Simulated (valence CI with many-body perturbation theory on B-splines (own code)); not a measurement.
# Ladder of approximations for Pb LXXVIII

Computed by valence CI with perturbative core correlation (CI+MBPT): three valence electrons over a frozen Dirac-Fock core [He], radial functions for each j: 11 s, 11 p, 9 d, 7 f, 5 g, 2 h, 1 i, with the one-electron correlation potential Σ1, the two-electron term Σ2, the three-electron term Σ3, Breit, model QED; selected CI, second order for the rest (own B-spline code, finite nucleus).

No measured spectrum was set against this ion. As an estimate, large intervals hold to a few tenths of a per cent, small ones and those within an open d or f shell to about a per cent.

Each rung adds one term. CI alone is the Dirac-Coulomb CI over the frozen core; QED comes last and gives the full result, which names the levels. Energies are above (2s^2 2p1/2) J=1/2 on the same rung, in Ry.

Levels are named by their leading jj configuration (3d3/2^4 stands for four electrons in 3d with j = 3/2), which in mixed levels can hold well under half, so a name can repeat and another be missing. Letters in brackets count levels of one name in rising energy.

```tsv
Level	CI alone
(2s 2p1/2^2) J=1/2	23.8
(2s^2 2p3/2) J=3/2	175.1
(2s 2p1/2 2p3/2) J=3/2 [a]	192.1
(2s 2p1/2 2p3/2) J=5/2	196.3
(2s 2p1/2 2p3/2) J=1/2	201.5
(2s 2p1/2 2p3/2) J=3/2 [b]	202.2
(2p1/2^2 2p3/2) J=3/2	226.5
(2s 2p3/2^2) J=5/2	369.0
(2s 2p3/2^2) J=1/2	377.2
(2s 2p3/2^2) J=3/2	378.0
(2p1/2 2p3/2^2) J=3/2	397.4
(2p1/2 2p3/2^2) J=5/2	400.0
(2p1/2 2p3/2^2) J=1/2	403.7
(2p3/2^3) J=3/2	576.0
(2s^2 3s) J=1/2	999.9
(2s^2 3p1/2) J=1/2	1007.7
```

What do these energies become with core correlation, Breit and QED?

(2s 2p1/2^2) J=1/2 24.0 (+0.14); (2s^2 2p3/2) J=3/2 173.0 (-2.09); (2s 2p1/2 2p3/2) J=3/2 [a] 190.0 (-2.11); (2s 2p1/2 2p3/2) J=5/2 193.1 (-3.24); (2s 2p1/2 2p3/2) J=1/2 199.4 (-2.08); (2s 2p1/2 2p3/2) J=3/2 [b] 199.5 (-2.67); (2p1/2^2 2p3/2) J=3/2 224.2 (-2.32); (2s 2p3/2^2) J=5/2 364.2 (-4.79); (2s 2p3/2^2) J=1/2 373.5 (-3.68); (2s 2p3/2^2) J=3/2 373.6 (-4.41); (2p1/2 2p3/2^2) J=3/2 392.9 (-4.45); (2p1/2 2p3/2^2) J=5/2 394.5 (-5.50); (2p1/2 2p3/2^2) J=1/2 399.5 (-4.12); (2p3/2^3) J=3/2 569.5 (-6.49); (2s^2 3s) J=1/2 997.3 (-2.55); (2s^2 3p1/2) J=1/2 1005.1 (-2.61).

How does the ionisation energy move along the ladder, and which term matters most?

CI alone 23984, + Σ1 23984, + Σ2 23984, + Σ3 23984, + Breit 23936, + QED 23934 eV. The largest step is Breit, -48 eV. NIST lists 23940 ± 120 eV (theoretical).
